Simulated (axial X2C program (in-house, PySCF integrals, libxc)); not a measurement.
## Spin–orbit effects down a group: molecules with Cl (ions), MP2

Computed with an in-house all-electron X2C program for linear molecules (integrals from PySCF), spin-free (one-electron X2C) or two-component (2c: spin–orbit coupling with atomic mean-field Coulomb and Gaunt terms, which also bring small scalar terms), in Dyall basis sets with cores contracted in-house; open shells are unrestricted.

Basis sets: Be dyall-av3z, Ca dyall-acv3z, Cl dyall-av3z, Mg dyall-av3z, Sr dyall-acv3z. Frozen shells (counts by l): BeCl⁻ Cl 2s1p, Be 1s, 10 electrons correlated; MgCl⁻ Cl 2s1p, Mg 2s1p, 10 electrons correlated; CaCl⁻ Ca 3s2p, Cl 2s1p, 10 electrons correlated; SrCl⁻ Sr 4s3p1d, Cl 2s1p, 10 electrons correlated. Where the outer core of a metal is frozen, bonds come out longer and ionisation energies lower.

```tsv
molecule	spin-free state	Re (Å)	ωe (cm⁻¹)	De (eV)	2c state	Re 2c (Å)	ωe 2c (cm⁻¹)	De 2c (eV)
BeCl⁻	M_S = 0, Λ = 0	1.924	592.9	1.65	Ω = 0	1.924	592.8	1.65
MgCl⁻	M_S = 0, Λ = 0	2.377	309.0	1.30	Ω = 0	2.377	308.9	1.30
CaCl⁻	M_S = 0, Λ = 0	2.607	279.3	1.82	Ω = 0	2.608	279.2	1.82
SrCl⁻	M_S = 0, Λ = 0	2.748	230.5	1.83	Ω = 0	2.748	230.4	1.83
```

Fragments in 2c: Cl- + Be, Cl- + Mg, Ca + Cl-, Sr + Cl-. Each entry is the lowest single determinant of a limited PBE0 search at one distance. De goes to single-determinant-based atoms at the same level (for ions the charge split of lowest energy) and is withheld (n/a) where an atom does not fit its ground term or J level. Main or longest-lived isotopes.
